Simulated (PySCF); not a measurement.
## Spin states of CaH⁺

Unrestricted PBE0; basis Ca pcseg-1, H pcseg-1; no relativity; PySCF 2.14. Outer shells of the fragments: Ca+ 4s1; H 1s1.

Followed along the bond (rough minima from three points):

```tsv
2Ms+1	unpaired	⟨S²⟩ at the start	R at minimum (Å)	Te (eV)
1	none	0.00	1.88	0.00
3	σ ↑↑	2.00	none in the scan	≤ 2.63
```

Solutions found at the starting distance of 2.010 Å, counted from the lowest of them; the search is not exhaustive and high or unbound solutions are not listed, so other states can lie among these:

```tsv
2Ms+1	unpaired	term	E (eV)	⟨S²⟩	⟨Lz²⟩	μ (D)
1	none	¹Σ⁺	0.00	0.00	0.00	-5.03
3	σ ↑↑	³Σ⁺	2.77	2.00	0.00	1.04
3	σ ↑, π ↑	³Π	3.66	2.00	1.00	-0.72
3	σ ↑, δ ↑	³Δ	3.94	2.00	4.00	0.17
1	σ ↑, δ ↓	mixed	3.96	1.00	4.00	0.15
```

A term symbol is given only where ⟨S²⟩ and ⟨Lz²⟩ are close to those of a pure state; real π, δ and φ orbitals otherwise mix terms. A positive dipole points towards H; it is taken about the centre of mass and depends on that origin.

Counting both spins, an empty level lies below a filled one in some of these solutions, because spin and occupation are held.
